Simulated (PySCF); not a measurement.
Computed IR spectrum (relative IR intensity) of a molecule C6H17NSi. Geometry: B3LYP-D3(BJ)/def2-SVP. One conformer was computed; it need not be the lowest. Method: B3LYP-D3(BJ)/def2-SVP (PySCF). Frequencies are harmonic and unscaled.

ν (cm⁻¹): 512 (vw), 700 (w), 706 (w), 927 (m), 969 (s), 998 (vs), 1021 (w), 1034 (w), 1144 (w), 1217 (w), 1242 (s), 1336 (vw), 1384 (w), 1406 (vw), 1442 (w), 2160 (s), 2200 (s), 2224 (m), 2994 (w), 3025 (w), 3031 (w), 3034 (w), 3037 (vw), 3041 (w), 3107 (w), 3114 (m), 3118 (vw), 3131 (w), 3137 (w), 3142 (w) (against the strongest line: vs over 80 %, s over 45 %, m over 15 %, w over 4 %, vw less)

Question: Which molecule gave these data?
(A) CC(C)N([SiH3])C(C)C
(B) CCN(C)[Si](C)(C)C
(C) CC[Si](C)(C)N(C)C
(D) C[SiH](C)NC(C)(C)C

Answer: A, CC(C)N([SiH3])C(C)C
